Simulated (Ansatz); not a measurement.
`[SiH3]N([SiH3])[SiH2]Cl` → HCl + `[SiH]N([SiH3])[SiH3]`  (silylene formation by 1,1-elimination)

Gas-phase electronic energies from Ansatz, PBE0-D4/def2-TZVP geometries. CBS: MP2 limit from def2 TZ/QZ plus the TZ coupled-cluster correction, frozen cores. This one scheme is used for every species. Functionals use def2-TZVPP. B3LYP here is the variant with VWN-RPA as its local correlation; programs differ in this. One conformer a species, not always the lowest.

`[SiH3]N([SiH3])[SiH2]Cl`:

Cartesian coordinates in Å:
```
Si 1.104 1.188 -0.627
N -0.053 0.003 -0.081
Si -1.482 0.533 0.764
Si 0.266 -1.674 -0.248
Cl 1.711 -2.308 1.074
H 2.160 0.465 -1.380
H 1.716 1.912 0.517
H 0.441 2.181 -1.511
H -2.707 0.291 -0.041
H -1.618 -0.178 2.061
H -1.335 1.993 1.003
H -0.977 -2.414 0.069
H 0.774 -1.992 -1.599
```

HCl:

```xyz
2

Cl    0.371    0.048   -0.518
H    -0.371   -0.048    0.518
```

`[SiH]N([SiH3])[SiH3]`:

Z-matrix (Å, degrees):
```
Si
N 1 1.748
H 1 1.486 2 110.3
H 1 1.486 2 110.3 3 -119.7
H 1 1.484 2 107.7 3 120.2
Si 2 1.755 1 120.2 3 60.0
Si 2 1.732 1 121.0 3 -120.0
H 6 1.483 2 110.7 1 -118.8
H 6 1.483 2 110.6 1 119.0
H 6 1.491 2 107.9 1 0.1
H 7 1.543 2 94.4 1 179.9
```

| level | ΔE (kJ/mol) | difference from CCSD(T)/CBS |
| --- | --- | --- |
| LDA (SPW92) | 289.2 | 7.5 |
| BLYP-D4 | 257.7 | -24.0 |
| r2SCAN-D4 | 296.9 | 15.2 |
| B3LYP-D4 | 274.3 | -7.4 |
| r2SCAN0-D4 | 303.5 | 21.8 |
| ωB97M-V | 277.3 | -4.4 |
| B2PLYP | 274.3 | -7.4 |
| PBE-QIDH | 296.8 | 15.1 |
| PBE | 262.9 | -18.8 |
| B3LYP | 262.0 | -19.7 |
| r2SCANh | 297.1 | 15.4 |
| BHLYP | 283.2 | 1.5 |
| LC-ωPBE | 296.2 | 14.5 |
| HF/def2-SVP | 276.4 | -5.3 |
| CCSD(T)/def2-SVP | 256.6 | -25.1 |
| CCSD/CBS(def2) | 282.2 | 0.5 |
| CCSD(T)/CBS | 281.7 | 0 |

Q: What do rigid-rotor, harmonic-oscillator terms from PBE0-D4/def2-TZVP frequencies (298.15 K, 1 bar) make of the CCSD(T)/CBS value? (Best estimate.)

A: Computed: ΔZPE = -13.3 kJ/mol, ΔH = +272.2 kJ/mol, ΔS = 130 J/(mol·K), ΔG = +233.5 kJ/mol. Modes under 50 cm⁻¹ make the entropy rough.

Largest T1 diagnostic among the species: 0.014.

Leaving LDA and LC-ωPBE aside and taking each functional with its dispersion term where it has one, the values spread over 45.8 kJ/mol, from BLYP-D4 to r2SCAN0-D4. LDA lies +26.3 kJ/mol from PBE without D4. From BLYP to BHLYP (50 % exact exchange), in def2-TZVPP and without D4, ΔE moves by +40.9 kJ/mol. At CCSD(T), def2-SVP lies −25.1 kJ/mol from the extrapolated value and def2-TZVPP −9.5 kJ/mol.

CCSD(T)/CBS has its own doubt, a few kJ/mol and more with outer-core shells, so smaller differences from it don't rank the levels.
